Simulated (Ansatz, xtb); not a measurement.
Relative energy of two structures of GaH2OSi

We compare a, `[OH][Ga][SiH]`, a doublet, with b, a doublet given by its coordinates. Both are isolated molecules in the gas phase, relaxed with PBE-D3(BJ)/def2-SVP; the shapes shown needn't be the lowest conformers.

a (Å):

```xyz
5

Ga   -2.2453   -0.7268   -1.7808
O    -3.6194    0.0462   -2.6481
Si   -0.5071   -1.8579   -0.6852
H    -3.3622    0.6974   -3.3292
H    -0.5535   -0.5154    0.1177
```

b (Å):

| atom | x (Å) | y (Å) | z (Å) |
| --- | --- | --- | --- |
| Ga | -2.6051 | -1.7500 | -3.0622 |
| O | -2.8596 | 0.0344 | -1.7404 |
| Si | -1.8430 | -1.0686 | -0.6863 |
| H | -2.4890 | 0.8989 | -2.0026 |
| H | -0.5069 | -0.2956 | -0.8244 |

Close contacts (Å): Ga1–O2 2.24, Ga1–Si3 2.59, O2–Si3 1.83, O2–H4 0.98, Si3–H5 1.55.

Task: Estimate which is lower in electronic energy at CCSD(T)/def2-SVP, and by roughly how much.

Result: The CCSD(T)/def2-SVP calculation puts structure b lower, by 6.0 kcal/mol.

How the difference moves with the method:

| level | geometry | E(b) − E(a) (kcal/mol) | departure from the last row (kcal/mol) | job, with rough time for the two |
| --- | --- | --- | --- | --- |
| PBE-D3(BJ)/def2-SVP | PBE-D3(BJ)/def2-SVP | −7.8 | −1.8 | optimisation, 67 s |
| HF/def2-SVP | PBE-D3(BJ)/def2-SVP | −11.1 | −5.1 | part of the CCSD(T) run |
| MP2/def2-SVP | PBE-D3(BJ)/def2-SVP | −2.7 | +3.3 | part of the CCSD(T) run |
| CCSD(T)/def2-SVP | PBE-D3(BJ)/def2-SVP | −6.0 |  | single point, 13 s |

None of the levels shown reverses the order. The largest departure from CCSD(T)/def2-SVP is that of HF/def2-SVP, 5.1 kcal/mol. Levels run at GFN2-xTB geometries aren't shown.

With harmonic frequencies from PBE-D3(BJ)/def2-SVP (ideal gas, rigid rotor, one conformer each, 298.15 K, 1 atm): the zero-point term adds +1.0 kcal/mol; ΔH is −5.5 and ΔG −4.5 kcal/mol.

Open shells are spin-unrestricted, with notable spin contamination under HF/def2-SVP, MP2/def2-SVP, CCSD(T)/def2-SVP. The correlated steps freeze 15 core orbitals; the filled d shell of Ga is correlated, in a basis made for valence electrons. Programs: Ansatz 0.2.0; the last row on 1 thread of Intel(R) Xeon(R) 6975P-C (Granite Rapids) on a shared host.
